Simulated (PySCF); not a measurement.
## Curvature of the energy in the electron number along the noble gases, charge +2

Calculated with PySCF 2.14, in x2c-TZVPall, spin-free X2C: one orbital is emptied in steps, and each cell gives the departure of E from the straight line at half an electron, in eV (from a cubic fit). The exact functional gives zero.

```tsv
species	orbital	LDA	PBE	r2SCAN	PBE0	BHandHLYP	LC-wPBE	wB97X	UHF
Ne(2+)	2p beta	-2.88	-2.82	-2.50	-1.98	-1.19	-1.41	-1.34	0.54
Ar(2+)	3p beta	-1.69	-1.63	-1.49	-1.16	-0.74	-0.42	-0.53	0.25
Kr(2+)	4p beta	-1.46	-1.41	-1.29	-1.01	-0.66	-0.28	-0.45	0.19
Xe(2+)	5p beta	-1.23	-1.18	-1.08	-0.85	-0.56	-0.14	-0.32	0.16
```

**Question.** How does the mean departure depend on the functional?

**Answer.** LDA -1.81 eV; PBE -1.76 eV; r2SCAN -1.59 eV; PBE0 -1.25 eV; BHandHLYP -0.79 eV; LC-wPBE -0.56 eV; wB97X -0.66 eV; UHF 0.29 eV. Semilocal functionals are convex (delocalisation error), Hartree-Fock is concave or straight, and exact exchange removes curvature roughly in proportion to its share, so among the functionals the range-separated hybrids usually come closest to zero.

No spin-orbit coupling is included.
